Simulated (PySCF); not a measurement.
# How methods differ on the excitation energy of O²⁺

O²⁺ [He] 2s2 2p2 (3P) → O²⁺ [He] 2s1 2p2 3s1 (5P), as a difference of total energies. Calculation: PySCF 2.14, in aug-cc-pVTZ-DK (5s4p3d2f, 46 functions); the spin-free X2C one-electron Hamiltonian (Gaussian nucleus). Correlated levels: valence: 1s2 frozen. The calculations carry no spin-orbit coupling.

| method | excitation energy (cm⁻¹) |
| --- | --- |
| UHF | 322960 |
| MP2 (valence) | 335570 |
| SCS-MP2 (valence) | 338990 |
| CCSD (valence) | 339130 |
| CCSD(T) (valence) | 339390 |

The promoted electron is Rydberg-like, and one or two diffuse shells describe it only roughly, which tends to raise the upper state.
